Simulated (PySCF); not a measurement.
# Shapes and spin states of HMoN

Method: PBE0/[Mo def2-TZVP with ECP28, N def2-TZVP, H def2-TZVP], scalar-relativistic core potentials, density fitting, no spin–orbit coupling, PySCF.

Relaxations began from a few typed shapes and spin states; open shells are unrestricted. The search is not exhaustive: other isomers or separated fragments can lie lower, and high-lying points may rest on an excited occupation.

**Question.** Order these stationary points by electronic energy, lowest first, in kJ/mol from the lowest minimum.
A. broken-symmetry Ms = 0 (⟨S²⟩ 1.00) Cs: Mo–H 1.720 Å, Mo–N 1.608 Å; H–Mo–N 101.0°
B. singlet (closed shell, unstable to spin polarisation) C∞v: Mo–H 1.993 Å, Mo–N 1.601 Å; H–Mo–N 180.0°
C. triplet Cs: Mo–H 1.717 Å, Mo–N 1.615 Å; H–Mo–N 100.4°
D. singlet (closed shell, unstable to spin polarisation) Cs: Mo–H 1.713 Å, Mo–N 1.605 Å; H–Mo–N 101.7°
E. singlet (closed shell, unstable to spin polarisation) Cs: Mo–H 1.756 Å, Mo–N 1.606 Å; H–Mo–N 105.6°
F. triplet (⟨S²⟩ 2.23) C∞v: Mo–H 1.986 Å, Mo–N 1.616 Å; H–Mo–N 180.0°

**Answer.** C (0.0), A (38.3), D (94.0), F (98.6), E (127.5), B (209.4).

**Question.** Which of them are minima?

**Answer.** By energy in kJ/mol, 0.0: minimum; 38.3: minimum; 94.0: minimum of the closed-shell surface only; 98.6: saddle point, 2 imaginary modes; 127.5: minimum of the closed-shell surface only; 209.4: saddle point, 2 imaginary modes.

For the lowest minimum: other spin states or occupations of the open shell can lie lower.
